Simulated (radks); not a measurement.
Q: Radial electron density D(r) = 4 pi r^2 rho(r) of an atom or ion with 16 electrons. Calculated with a radial shooting solver on a logarithmic mesh with Libxc functionals: scalar-relativistic Kohn-Sham, PBE, spin-polarised, spherical densities, finite nucleus; Fermi nuclear charge, rms radius of each element as measured or else 0.836 A^(1/3) + 0.57 fm.

```
   r/bohr * D(r) (the largest magnitude, 20.9, reaches the edge; | marks zero)
 0.009764 |        *
  0.01261 |            *
  0.01616 |                  *
  0.02071 |                         *
  0.02676 |                                  *
  0.03429 |                                           *
  0.04429 |                                                   *
  0.05675 |                                                      *
  0.07331 |                                                    *
  0.09395 |                                             *
   0.1204 |                                       *
   0.1555 |                                      *
   0.1993 |                                            *
   0.2574 |                                                     *
   0.3299 |                                                     *
   0.4261 |                                        *
   0.5461 |                      *
   0.6998 |            *
   0.9039 |           *
    1.158 |            *
    1.496 |          *
    1.917 |     *
    2.477 | *
    3.174 *
    4.067 *
    5.254 *
```

What is the nuclear charge?

A: Z = 18. The innermost maximum, from 1s, lies near gamma/Z bohr with gamma = sqrt(1 - (Z/c)^2) = 0.991, here 0.0551 bohr (found: 0.0586), and its height grows with Z. The density is that of the argon ion Ar2+ in [Ne] 3s2 3p4; the configuration itself is not fixed sharply by these data, and Z only to about a unit. D(r) has 3 maxima, at r = 0.0586, 0.290, 1.16 bohr, and minima at 0.140, 0.808 bohr, inside which lie 2.16, 10.37 electrons.
